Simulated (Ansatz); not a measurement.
Input:

```yaml
crystal:
  periodic: [false, false, false]
  atoms:
    - { symbol: Ge, position_ang: [0.0971, 0.191966, -0.111467] }
    - { symbol: F, position_ang: [0.151553, -0.372478, 1.490119] }
    - { symbol: H, position_ang: [1.350699, -0.28704, -0.815015] }
    - { symbol: H, position_ang: [-0.33654, 1.635338, -0.18405] }
    - { symbol: F, position_ang: [-1.181617, -0.810225, -0.86559] }
    - { symbol: O, position_ang: [-2.518116, 0.063052, 1.266978] }
    - { symbol: Al, position_ang: [-2.987412, -1.042049, 0.01367] }
    - { symbol: H, position_ang: [-2.916218, -2.589252, 0.316352] }
    - { symbol: H, position_ang: [-3.946346, -0.420788, -1.070567] }
    - { symbol: H, position_ang: [-1.912903, -0.212822, 1.97867] }
basis:
  gaussian: { orbitals: def2-SVP }
hamiltonian:
  xc: { name: BHLYP }
relax:
  f_tol: 0.03
  max_steps: 50
output:
  orbitals: {}
```

Launched with:

```bash
$ ansatz run input.yaml --threads 4 --pin off --max-ram 5120MiB --backend cpu --events-out ev --progress --plain --runs-dir out
```

Hardware: 4 threads of Arm Neoverse V2 (shared host).

Question: Roughly how long does this run take, and how much memory?

Answer: 35 s, with a peak of 0.3 GiB, for 16 ionic steps.
